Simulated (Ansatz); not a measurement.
Cl2Sn, charge -1, doublet, at a GFN2-xTB geometry (such geometries of metal compounds can be far from the true shape) (a state made from the parent by changing its charge; the spin is typed, not shown lowest) (core potentials on Sn) (a gas-phase anion, which may not be bound at this level); WB97X-V/def2-SVP (Ansatz, a first-principles code).

Here is a job for Ansatz.
Ansatz 0.2 input:
```yaml
crystal:
  periodic: [false, false, false]
  atoms:
    - {symbol: Sn, position_ang: [0.01076359, -0.01024665, 0.63912643]}
    - {symbol: Cl, position_ang: [1.23230621, 1.55893049, -0.93616015]}
    - {symbol: Cl, position_ang: [-1.26396382, -1.52879329, -0.94362347]}
basis:
  gaussian:
    orbitals: def2-SVP
hamiltonian:
  xc: {name: wB97X-V}
total_charge: -1
magnetization: {spin_polarized: true, initial_magnetization: 1}
```

Output, abridged:

```
Functional definition: wB97X-V
658 factors; integrals over basis functions are off by at most 2.5e-4 eV
146 factors; integrals over basis functions are off by at most 1.3e-5 eV
mean field evaluation 1: about -30868.2047 eV, gradient 7.3e0 eV
mean field evaluation 2: about -30868.5075 eV, gradient 3.9e0 eV
mean field evaluation 4: about -30868.5885 eV, gradient 2.4e-1 eV
mean field evaluation 8: about -30868.6168 eV, gradient 7.9e-3 eV
mean field evaluation 16: about -30868.6168 eV, gradient 7.7e-5 eV
mean field -30868.61684048 eV, -1134.4007453877 hartree, gradient 7.7e-5 eV, S^2 0.753616; 0 other end points of the search recorded, 0 dependent functions left out
reference -30868.61684012 eV, -1134.4007453744 hartree; 29, 28 occupied and 33, 34 virtual orbitals, 658 factors
Total energy: -30868.61684012 eV, -1134.4007453744 hartree
```
